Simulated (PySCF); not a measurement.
Isomers of C5H8O3, one GFN2-xTB conformer each. Single-point energies are computed at PBE0/pcSseg-1 (PySCF, gas phase, no added dispersion term), electronic only.

```tsv
SMILES	GFN2-xTB relative energy (kcal/mol)
CCO[C@H]1OCC1=O	21.2
O=C[C@@H]1CO[C@@H]1CO	27.1
CC(=O)O[C@H](C)C=O	0.0
CC(=O)C1OCCO1	2.2
```

Conformers: `[CH3:1][CH2:2][O:3][C@H:4]1[O:5][CH2:6][C:7]1=[O:8]` with C1–C2–O3–C4 179°, C2–O3–C4–O5 74°; `[O:1]=[CH:2][C@@H:3]1[CH2:4][O:5][C@@H:6]1[CH2:7][OH:8]` with O1–C2–C3–C4 177°, O5–C6–C7–O8 -52°, C6–C7–O8–H 55°; `[CH3:1][C:2](=[O:3])[O:4][C@H:5]([CH3:6])[CH:7]=[O:8]` with C1–C2–O4–C5 -175°, C2–O4–C5–C6 -167°, O4–C5–C7–O8 5°; `[CH3:1][C:2](=[O:3])[CH:4]1[O:5][CH2:6][CH2:7][O:8]1` with C1–C2–C4–O5 -59°, C2–C4–O5–C6 156°, C4–O5–C6–C7 -22°, O5–C6–C7–O8 1°, C6–C7–O8–C4 21°.

**Question.** What does PBE0/pcSseg-1 give for the same structures?

**Answer.** 
| SMILES | PBE0/pcSseg-1 E (Eh) | PBE0/pcSseg-1 (kcal/mol) | GFN2-xTB (kcal/mol) | point group |
| --- | --- | --- | --- | --- |
| CC(=O)O[C@H](C)C=O | -420.50887 | 0.0 | 0.0 | C1 |
| CC(=O)C1OCCO1 | -420.47613 | 20.5 | 2.2 | Cs |
| CCO[C@H]1OCC1=O | -420.44854 | 37.9 | 21.2 | C1 |
| O=C[C@@H]1CO[C@@H]1CO | -420.44599 | 39.5 | 27.1 | C1 |

Both levels put the same isomer lowest; measured from each level's own lowest isomer, the values differ by up to 18.3 kcal/mol (CC(=O)C1OCCO1: 2.2 against 20.5). As drawn, the lowest has a C(=O)–O unit, which the highest lacks; the highest has a four-membered ring and an O–H bond, which the lowest lacks. Neighbours under 2.5 kcal/mol apart (CCO[C@H]1OCC1=O and O=C[C@@H]1CO[C@@H]1CO) can change places with a better method, another conformer or zero-point energy.

**Question.** Which frontier levels, dipoles and rotational constants go with these structures?

**Answer.** 
| SMILES | HOMO (eV, PBE0/pcSseg-1) | LUMO (eV) | dipole (D) | A, B, C (MHz) |
| --- | --- | --- | --- | --- |
| CC(=O)O[C@H](C)C=O | -7.63 | -0.86 | 3.28 | 3124, 1576, 1302 |
| CC(=O)C1OCCO1 | -7.31 | -0.71 | 4.05 | 4332, 1438, 1410 |
| CCO[C@H]1OCC1=O | -7.66 | -1.21 | 2.01 | 4433, 1211, 1023 |
| O=C[C@@H]1CO[C@@H]1CO | -7.29 | -0.69 | 2.85 | 2848, 2114, 1527 |

**Question.** As an exercise, what shares would exp(−E/RT) give at 2000 K from these electronic energies alone (no entropy, no degeneracies)?

**Answer.** RT = 3.974 kcal/mol: CC(=O)O[C@H](C)C=O 99.4 %, CC(=O)C1OCCO1 0.6 %, CCO[C@H]1OCC1=O under 0.1 %, O=C[C@@H]1CO[C@@H]1CO under 0.1 %.
